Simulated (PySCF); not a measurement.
C2H9BS, SMILES [BH3]<-S(C)C (connectivity only; charge and spin as stated), neutral, multiplicity 1. Atoms are numbered in the order given.

```xyz
13

B      1.7840    -0.3069     0.0000
H      2.2889     0.1312    -1.0216
H      1.5710    -1.5114     0.0000
H      2.2889     0.1312     1.0216
C     -0.8129    -0.2616    -1.3820
S      0.0289     0.5235     0.0000
C     -0.8129    -0.2616     1.3820
H     -0.7055    -1.3529    -1.3073
H     -1.8702     0.0361    -1.3997
H     -0.3125     0.0906    -2.2934
H     -0.7055    -1.3529     1.3073
H     -0.3125     0.0906     2.2934
H     -1.8702     0.0361     1.3997
```
Charge 0, spin multiplicity 1.

Geometry optimised at PBE0-D3(BJ)/def2-SVP. The isomer is the one that the SMILES or the coordinates give; other isomers of the formula were not compared. One conformer was computed; it need not be the lowest.

Computed with PySCF with HF/def2-TZVP.

```yaml
total_energy: -503.21408 hartree
point_group: Cs
highest_occupied_level: -10.83 eV
lowest_empty_level: 3.37 eV
orbital_gap: 14.20 eV
dipole_moment: 4.92 D
quadrupole, principal values (traceless, Buckingham form, about the centre of nuclear charge): -8.24, 0.48, 7.76 D·Å
mean_static_polarisability: 60.9 bohr³ (9.02 Å³)
polarisability_principal_values: 52.0, 64.3, 66.3 bohr³
```
